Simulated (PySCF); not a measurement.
Compound: C₇H₁₆Si.
SMILES with atom numbers: `[CH3:1][CH2:2][C@@H:3]1[CH2:4][CH2:5][C@@H:6]([SiH3:7])[CH2:8]1`

Cartesian coordinates in Å at the GFN2-xTB level; atoms count from 1:
```
atom  x, y, z in Å
C1    -2.9122    0.5853    0.3602
C2    -2.0464   -0.2517   -0.5741
C3    -0.5762    0.1672   -0.5427
C4     0.2836   -0.6276   -1.5507
C5     1.3986   -1.2874   -0.7357
C6     1.5451   -0.3933    0.4962
Si7    2.6033    1.1575    0.1703
C8     0.0870   -0.0680    0.8214
H9    -2.5962    0.4638    1.3931
H10   -3.9547    0.2843    0.2839
H11   -2.8401    1.6396    0.1013
H12   -2.1270   -1.3062   -0.2984
H13   -2.4219   -0.1469   -1.5954
H14   -0.5232    1.2332   -0.7844
H15    0.7086    0.0436   -2.2975
H16   -0.3133   -1.3721   -2.0787
H17    2.3228   -1.3839   -1.3057
H18    1.0891   -2.2896   -0.4274
H19    2.0000   -0.9530    1.3199
H20    3.9633    0.7271   -0.1625
H21    2.0748    1.9621   -0.9325
H22    2.6181    1.9718    1.3882
H23   -0.3808   -0.9279    1.3093
H24   -0.0142    0.7919    1.4830
```

Definitions: NICS(0) = −σiso at the ring centroid; NICS(1) = −σiso and NICS(1)zz = −σzz at ±1 Å along the ring normal z. Level: GIAO PBE0/pcSseg-1 (PySCF, non-relativistic, gas phase) on the GFN2-xTB geometry, one conformer.

Ring bond lengths (Å), with Mayer bond orders in brackets: C3–C4 1.545 (1.00), C4–C5 1.531 (1.04), C5–C6 1.529 (1.01), C6–C8 1.529 (1.01), C8–C3 1.535 (0.99).

Question: What do the NICS probes read (ppm)?

Answer: 
```json
{"ring": "C3–C4–C5–C6–C8", "type": "5-membered carbocycle; formal bonds all single", "NICS(0)": "-5.3", "NICS(1), two faces": "-4.2 / -3.7", "NICS(1)zz, two faces": "-6.2 / -3.5", "rms pucker (Å)": "0.18", "centre to ring atoms, mean (Å)": "1.28"}
```

Question: What do they say, and how far can they be read as aromaticity?

Answer: 
- C3–C4–C5–C6–C8: mean NICS(1)zz -4.8 ppm, shielded. C3, C4, C5, C6, C8 have four or more neighbours, so the value isn't read as a sign of a π ring current.

Question: List the ring angles and the Hirshfeld charges of the ring atoms.

Answer: 
- C3–C4–C5–C6–C8: C3 105.1° (-0.022 e), C4 106.2° (-0.072 e), C5 104.3° (-0.072 e), C6 101.8° (-0.108 e), C8 104.8° (-0.073 e); sum 522.2° against 540° for a flat convex ring.

Question: What are the shieldings of the ring atoms and their hydrogens in the same run (means over atoms taken as equivalent)?

Answer: 
```json
{"atoms": "C3", "environment": "sp3 CH carbon", "σ isotropic (ppm)": "144.6", "principal values of the symmetric part, first atom (ppm)": "117.4, 150.7, 165.8"}
{"atoms": "C4", "environment": "ring CH2 carbon", "σ isotropic (ppm)": "152.7", "principal values of the symmetric part, first atom (ppm)": "117.5, 161.0, 179.5"}
{"atoms": "C5", "environment": "ring CH2 carbon", "σ isotropic (ppm)": "154.6", "principal values of the symmetric part, first atom (ppm)": "129.5, 160.7, 173.7"}
{"atoms": "C6", "environment": "sp3 carbon bound to silicon", "σ isotropic (ppm)": "160.8", "principal values of the symmetric part, first atom (ppm)": "134.3, 168.1, 180.0"}
{"atoms": "C8", "environment": "ring CH2 carbon", "σ isotropic (ppm)": "146.4", "principal values of the symmetric part, first atom (ppm)": "126.5, 149.8, 162.9"}
{"atoms": "H14", "environment": "methine hydrogen", "σ isotropic (ppm)": "29.83", "principal values of the symmetric part, first atom (ppm)": "26.2, 29.2, 34.1"}
{"atoms": "H15", "environment": "methylene hydrogen", "σ isotropic (ppm)": "29.60", "principal values of the symmetric part, first atom (ppm)": "25.7, 27.4, 35.7"}
{"atoms": "H16", "environment": "methylene hydrogen", "σ isotropic (ppm)": "30.42", "principal values of the symmetric part, first atom (ppm)": "25.3, 29.7, 36.3"}
{"atoms": "H17", "environment": "methylene hydrogen", "σ isotropic (ppm)": "30.00", "principal values of the symmetric part, first atom (ppm)": "25.4, 27.7, 36.9"}
{"atoms": "H18", "environment": "methylene hydrogen", "σ isotropic (ppm)": "29.81", "principal values of the symmetric part, first atom (ppm)": "24.8, 27.6, 37.0"}
{"atoms": "H19", "environment": "methine hydrogen", "σ isotropic (ppm)": "30.05", "principal values of the symmetric part, first atom (ppm)": "26.0, 26.6, 37.5"}
{"atoms": "H23", "environment": "methylene hydrogen", "σ isotropic (ppm)": "30.44", "principal values of the symmetric part, first atom (ppm)": "24.9, 30.4, 36.1"}
{"atoms": "H24", "environment": "methylene hydrogen", "σ isotropic (ppm)": "29.71", "principal values of the symmetric part, first atom (ppm)": "24.6, 29.8, 34.7"}
```

The run took 48 s wall on an Intel Xeon 6975P-C with one thread, shared host with 192 logical CPUs at a one-minute load of 125, and the process peaked at 1.0 GiB of memory. This is the whole shielding run at PBE0/pcSseg-1, SCF included.
